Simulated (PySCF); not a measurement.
## How methods differ on the excitation energy of Zr

Zr [Kr] 4d2 5s2 (3F) → Zr [Kr] 4d3 5s1 (5F), as a difference of total energies. All numbers are calculated (PySCF 2.14, scalar relativity by spin-free X2C-1e, in x2c-TZVPPall). Correlated levels: valence: [Kr] frozen; valence and next inner shell: [Ar] 3d10 frozen. The calculations carry no spin-orbit coupling.

| method | excitation energy (cm⁻¹) | error (cm⁻¹) |
| --- | --- | --- |
| UHF | 23.038 | -4715 |
| LDA | 424.46 | -4314 |
| PBE | -933.52 | -5672 |
| PBE0 | -565.82 | -5304 |
| r2SCAN | -3460.6 | -8199 |
| M06-L | 4058.2 | -680 |
| CAM-B3LYP | 3518.7 | -1220 |
| BHandHLYP | 3819.8 | -919 |
| BLYP | 2376.4 | -2362 |
| MP2 (valence) | 3778.4 | -960 |
| SCS-MP2 (valence) | 7616.1 | +2878 |
| MP2 (valence and next inner shell) | 3426.2 | -1312 |
| SCS-MP2 (valence and next inner shell) | 6731.3 | +1993 |

Reference: 4738.5 cm⁻¹ (measured; NIST levels, between the centres of gravity of the two terms).

Errors of the correlated levels include the incompleteness of this basis and the frozen core.
